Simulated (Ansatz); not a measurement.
```yaml
crystal:
  periodic: [false, false, false]
  atoms:
    - {symbol: Se, position_ang: [-0.497907, -0.233128, -2.540318]}
    - {symbol: Zr, position_ang: [-0.280835, -0.154157, -0.003536]}
    - {symbol: Se, position_ang: [-2.621240, -0.090195, 0.977760]}
    - {symbol: Se, position_ang: [0.829159, -2.335358, 0.724478]}
    - {symbol: Se, position_ang: [0.996834, 1.944604, 0.720707]}
    - {symbol: H, position_ang: [-0.715793, 1.225561, -2.468544]}
    - {symbol: H, position_ang: [-1.915877, -0.139564, 2.277158]}
    - {symbol: H, position_ang: [2.134543, -1.689430, 0.488308]}
    - {symbol: H, position_ang: [2.071114, 1.471666, -0.176012]}
basis:
  gaussian: {orbitals: def2-SVP}
total_charge: 1
magnetization: {spin_polarized: true, initial_magnetization: 1}
hamiltonian: {xc: {name: CAM-B3LYP}}
```

```sh
$ ansatz run in.yaml --threads 4 --pin off --events-out ev --progress --plain --max-ram 66560MiB --backend cpu
```

It prints (some lines left out):

```
Functional definition: CAM-B3LYP
1770 factors; integrals over basis functions are off by at most 1.2e-3 eV
484 factors; integrals over basis functions are off by at most 5.0e-6 eV
mean field evaluation 1: about -262718.4168 eV, gradient 1.3e1 eV
mean field evaluation 2: about -262718.4448 eV, gradient 1.6e1 eV
mean field evaluation 4: about -262719.8105 eV, gradient 1.9e0 eV
mean field evaluation 8: about -262719.8741 eV, gradient 3.7e-1 eV
mean field evaluation 16: about -262719.8787 eV, gradient 3.3e-2 eV
mean field evaluation 32: about -262719.8790 eV, gradient 2.9e-3 eV
mean field -262719.87905387 eV, -9654.7774772997 hartree, gradient 4.4e-6 eV, S^2 0.781730; 6 other end points of the search recorded, 0 dependent functions left out
reference -262719.87921894 eV, -9654.7774833661 hartree; 76, 75 occupied and 103, 104 virtual orbitals, 1770 factors
Total energy: -262719.87921894 eV, -9654.7774833661 hartree
```

Run time 65 s (4 threads of an AMD EPYC 7R13 on a shared host); peak host memory 1.8 GiB.
